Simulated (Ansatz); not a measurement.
Method: Ansatz (a first-principles code) with PBE-D3(BJ)/def2-TZVP. No frequencies were computed at this level.

Ansatz 0.2 input:
```yaml
crystal:
  periodic: [false, false, false]
  atoms:
    - { symbol: S, position_ang: [1.628249, -0.654631, -1.319005] }
    - { symbol: C, position_ang: [1.229763, -0.821294, 0.259136] }
    - { symbol: C, position_ang: [0.214281, -0.073965, 0.923305] }
    - { symbol: S, position_ang: [-0.03736, -0.335281, 2.532064] }
    - { symbol: C, position_ang: [-0.603508, 0.910666, 0.164604] }
    - { symbol: S, position_ang: [-1.936501, -0.016438, -0.699884] }
    - { symbol: H, position_ang: [1.786512, -1.521043, 0.874073] }
    - { symbol: H, position_ang: [-1.112597, 1.601078, 0.83368] }
    - { symbol: H, position_ang: [-0.023048, 1.447873, -0.5843] }
    - { symbol: H, position_ang: [-1.145787, -0.536962, -1.638402] }
basis:
  gaussian: { orbitals: def2-tzvp }
hamiltonian:
  xc: pbe
  dispersion: d3bj
relax:
  max_steps: 150
```

Output:

```
Functional definition: PBE
1499 factors; their error is unknown
mean field evaluation 1: about -35646.6479 eV, gradient 8.8e1 eV
mean field evaluation 2: about -35547.5381 eV, gradient 2.0e2 eV
mean field evaluation 4: about -35664.4012 eV, gradient 1.9e1 eV
mean field evaluation 8: about -35665.2777 eV, gradient 3.3e-1 eV
mean field evaluation 16: about -35665.2439 eV, gradient 6.6e-3 eV
mean field evaluation 32: about -35664.7622 eV, gradient 1.2e1 eV
mean field -35665.24390642 eV, -1310.6735387905 hartree, gradient 2.1e-5 eV, S^2 0.000000; 3 other end points of the search recorded, 0 dependent functions left out
reference -35665.24394406 eV, -1310.6735401735 hartree; 35, 35 occupied and 193, 193 virtual orbitals, 1499 factors
relax step   1: F+E_penalty+E_count = -35665.61067671 eV  Δ(F+E_penalty+E_count) = +0.000e0 eV  max|allowed force component| = 8.128e-1 eV/Å  Δτ_max = 0.0000 Å  (84 SCF iters, accepted)
these checks for a lower state are left out or cut short: starts, cluster_reference, orbital_swaps, neighbouring_geometries, increment
1499 factors; their error is unknown
mean field -35665.28803012 eV, -1310.6751603064 hartree, gradient 2.7e-5 eV, S^2 0.000000; 0 other end points of the search recorded, 0 dependent functions left out
reference -35665.28806804 eV, -1310.6751616998 hartree; 35, 35 occupied and 193, 193 virtual orbitals, 1499 factors
relax step   2: F+E_penalty+E_count = -35665.65002026 eV  Δ(F+E_penalty+E_count) = -3.934e-2 eV  max|allowed force component| = 4.957e-1 eV/Å  Δτ_max = 0.0764 Å  (35 SCF iters, accepted)
these checks for a lower state are left out or cut short: starts, cluster_reference, orbital_swaps, neighbouring_geometries, increment
1499 factors; their error is unknown
mean field -35665.29522548 eV, -1310.6754247309 hartree, gradient 8.1e-6 eV, S^2 0.000000; 0 other end points of the search recorded, 0 dependent functions left out
reference -35665.29526350 eV, -1310.6754261281 hartree; 35, 35 occupied and 193, 193 virtual orbitals, 1499 factors
relax step   3: F+E_penalty+E_count = -35665.65584722 eV  Δ(F+E_penalty+E_count) = -5.827e-3 eV  max|allowed force component| = 2.998e-1 eV/Å  Δτ_max = 0.0323 Å  (36 SCF iters, accepted)
these checks for a lower state are left out or cut short: starts, cluster_reference, orbital_swaps, neighbouring_geometries, increment
1499 factors; their error is unknown
mean field -35665.30128943 eV, -1310.6756475772 hartree, gradient 8.7e-6 eV, S^2 0.000000; 0 other end points of the search recorded, 0 dependent functions left out
reference -35665.30132736 eV, -1310.6756489711 hartree; 35, 35 occupied and 193, 193 virtual orbitals, 1499 factors
relax step   4: F+E_penalty+E_count = -35665.66323749 eV  Δ(F+E_penalty+E_count) = -7.390e-3 eV  max|allowed force component| = 1.064e-1 eV/Å  Δτ_max = 0.0992 Å  (35 SCF iters, accepted)
these checks for a lower state are left out or cut short: starts, cluster_reference, orbital_swaps, neighbouring_geometries, increment
1499 factors; their error is unknown
mean field -35665.30241470 eV, -1310.6756889299 hartree, gradient 1.2e-5 eV, S^2 0.000000; 0 other end points of the search recorded, 0 dependent functions left out
reference -35665.30245264 eV, -1310.6756903241 hartree; 35, 35 occupied and 193, 193 virtual orbitals, 1499 factors
relax step   5: F+E_penalty+E_count = -35665.66433229 eV  Δ(F+E_penalty+E_count) = -1.095e-3 eV  max|allowed force component| = 6.412e-2 eV/Å  Δτ_max = 0.0163 Å  (37 SCF iters, accepted)
these checks for a lower state are left out or cut short: starts, cluster_reference, orbital_swaps, neighbouring_geometries, increment
1499 factors; their error is unknown
mean field evaluation 64: about -35665.3242 eV, gradient 2.3e0 eV
mean field -35665.30318926 eV, -1310.6757173946 hartree, gradient 1.4e-5 eV, S^2 0.000000; 0 other end points of the search recorded, 0 dependent functions left out
reference -35665.30322722 eV, -1310.6757187894 hartree; 35, 35 occupied and 193, 193 virtual orbitals, 1499 factors
relax step   6: F+E_penalty+E_count = -35665.66518509 eV  Δ(F+E_penalty+E_count) = -8.528e-4 eV  max|allowed force component| = 1.798e-2 eV/Å  Δτ_max = 0.0381 Å  (36 SCF iters, accepted)
these checks for a lower state are left out or cut short: starts, cluster_reference, orbital_swaps, neighbouring_geometries, increment
1499 factors; their error is unknown
mean field -35665.30327322 eV, -1310.6757204799 hartree, gradient 1.1e-5 eV, S^2 0.000000; 0 other end points of the search recorded, 0 dependent functions left out
reference -35665.30331119 eV, -1310.6757218752 hartree; 35, 35 occupied and 193, 193 virtual orbitals, 1499 factors
relax step   7: F+E_penalty+E_count = -35665.66546460 eV  Δ(F+E_penalty+E_count) = -2.795e-4 eV  max|allowed force component| = 3.455e-2 eV/Å  Δτ_max = 0.0225 Å  (36 SCF iters, accepted)
these checks for a lower state are left out or cut short: starts, cluster_reference, orbital_swaps, neighbouring_geometries, increment
1499 factors; their error is unknown
mean field -35665.30335936 eV, -1310.6757236457 hartree, gradient 1.0e-5 eV, S^2 0.000000; 0 other end points of the search recorded, 0 dependent functions left out
reference -35665.30339734 eV, -1310.6757250415 hartree; 35, 35 occupied and 193, 193 virtual orbitals, 1499 factors
relax step   8: F+E_penalty+E_count = -35665.66560903 eV  Δ(F+E_penalty+E_count) = -1.444e-4 eV  max|allowed force component| = 3.031e-2 eV/Å  Δτ_max = 0.0162 Å  (36 SCF iters, accepted)
these checks for a lower state are left out or cut short: starts, cluster_reference, orbital_swaps, neighbouring_geometries, increment
1499 factors; their error is unknown
mean field -35665.29978141 eV, -1310.6755921583 hartree, gradient 1.0e-5 eV, S^2 0.000000; 0 other end points of the search recorded, 0 dependent functions left out
reference -35665.29981939 eV, -1310.6755935541 hartree; 35, 35 occupied and 193, 193 virtual orbitals, 1499 factors
relax step   9: F+E_penalty+E_count = -35665.66198693 eV  Δ(F+E_penalty+E_count) = +3.622e-3 eV  max|allowed force component| = 2.340e-1 eV/Å  Δτ_max = 0.0156 Å  (37 SCF iters, rejected (line search))
these checks for a lower state are left out or cut short: starts, cluster_reference, orbital_swaps, neighbouring_geometries, increment
1499 factors; their error is unknown
mean field evaluation 96: about -35665.3035 eV, gradient 6.3e-3 eV
mean field -35665.30352408 eV, -1310.6757296988 hartree, gradient 1.0e-5 eV, S^2 0.000000; 0 other end points of the search recorded, 0 dependent functions left out
reference -35665.30356206 eV, -1310.6757310947 hartree; 35, 35 occupied and 193, 193 virtual orbitals, 1499 factors
relax step  10: F+E_penalty+E_count = -35665.66567117 eV  Δ(F+E_penalty+E_count) = -6.214e-5 eV  max|allowed force component| = 1.292e-2 eV/Å  Δτ_max = 0.0076 Å  (37 SCF iters, accepted)
these checks for a lower state are left out or cut short: starts, cluster_reference, orbital_swaps, neighbouring_geometries, increment
1499 factors; their error is unknown
mean field -35665.30344902 eV, -1310.6757269404 hartree, gradient 1.1e-5 eV, S^2 0.000000; 0 other end points of the search recorded, 0 dependent functions left out
reference -35665.30348704 eV, -1310.6757283376 hartree; 35, 35 occupied and 193, 193 virtual orbitals, 1499 factors
relax step  11: F+E_penalty+E_count = -35665.66532285 eV  Δ(F+E_penalty+E_count) = +3.483e-4 eV  max|allowed force component| = 6.140e-2 eV/Å  Δτ_max = 0.0315 Å  (36 SCF iters, rejected (line search))
these checks for a lower state are left out or cut short: starts, cluster_reference, orbital_swaps, neighbouring_geometries, increment
1499 factors; their error is unknown
mean field -35665.30367224 eV, -1310.6757351438 hartree, gradient 1.1e-5 eV, S^2 0.000000; 0 other end points of the search recorded, 0 dependent functions left out
reference -35665.30371024 eV, -1310.6757365401 hartree; 35, 35 occupied and 193, 193 virtual orbitals, 1499 factors
relax step  12: F+E_penalty+E_count = -35665.66570149 eV  Δ(F+E_penalty+E_count) = -3.031e-5 eV  max|allowed force component| = 7.889e-3 eV/Å  Δτ_max = 0.0119 Å  (37 SCF iters, accepted)
1499 factors; their error is unknown
mean field evaluation 128: about -35665.3366 eV, gradient 2.5e-1 eV
mean field -35665.30367224 eV, -1310.6757351438 hartree, gradient 1.0e-5 eV, S^2 0.000000; 4 other end points of the search recorded, 0 dependent functions left out
reference -35665.30371024 eV, -1310.6757365401 hartree; 35, 35 occupied and 193, 193 virtual orbitals, 1499 factors
Total energy: -35665.66573948 eV, -1310.6890408694 hartree
Atom 0 at     1.729052    -0.596996    -1.294621 Å, force    -0.002442    -0.001879     0.003858 eV/Å
Atom 1 at     1.214516    -0.859993     0.235558 Å, force     0.003876     0.000475    -0.001051 eV/Å
Atom 2 at     0.199284    -0.067320     0.941288 Å, force     0.001940     0.007889    -0.000341 eV/Å
Atom 3 at     0.100522    -0.233413     2.577429 Å, force    -0.001044    -0.002438    -0.000931 eV/Å
Atom 4 at    -0.641372     0.898672     0.163262 Å, force     0.003264    -0.002499     0.000889 eV/Å
Atom 5 at    -1.950314    -0.049191    -0.709370 Å, force     0.002262    -0.002416    -0.002891 eV/Å
Atom 6 at     1.686213    -1.628578     0.861904 Å, force    -0.003862     0.001296    -0.003100 eV/Å
Atom 7 at    -1.158323     1.591044     0.835354 Å, force    -0.000599     0.000742     0.000354 eV/Å
Atom 8 at    -0.048930     1.450585    -0.577824 Å, force    -0.001229    -0.001769     0.001519 eV/Å
Atom 9 at    -1.130645    -0.504806    -1.687709 Å, force    -0.002166     0.000598     0.001694 eV/Å
Dipole moment:     0.043510     0.114011    -0.106099 e Å
```

Cost: very roughly 90 core-seconds.
